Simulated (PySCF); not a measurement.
Cl₂H₂OSSi.

```xyz
7

O      0.5475    -1.4063    -1.1718
Si     0.0802    -0.1999    -0.1607
S      1.6597     1.1813     0.0431
Cl    -1.6448     0.6352    -0.9143
Cl    -0.3385    -0.8827     1.7242
H     -0.1468    -1.9642    -1.5393
H      1.8041     1.3190    -1.2948
```
Charge 0, spin multiplicity 1.

The structure is a stationary point at PBE0-D3(BJ)/def2-SVP. The structure was generated by enumeration, and PubChem lists no compound with its InChIKey, so it may never have been made. One conformer was computed; it need not be the lowest.

Calculation: PBE/pcSseg-1 (PySCF). Non-relativistic, no solvent.

Computed absolute GIAO shielding of each atom: isotropic value and principal components (ppm):
```csv
atom,σ(iso),σ11,σ22,σ33,span
O1,212.1,175.4,205.7,255.2,79.9
Si2,324.4,283.9,333.7,355.7,71.9
S3,626.9,498.7,596.5,785.7,287.0
Cl4,746.5,627.6,649.8,962.3,334.7
Cl5,770.8,652.5,688.2,971.7,319.1
H6,28.5,21.6,23.9,40.0,18.4
H7,29.8,22.3,26.9,40.1,17.7
```
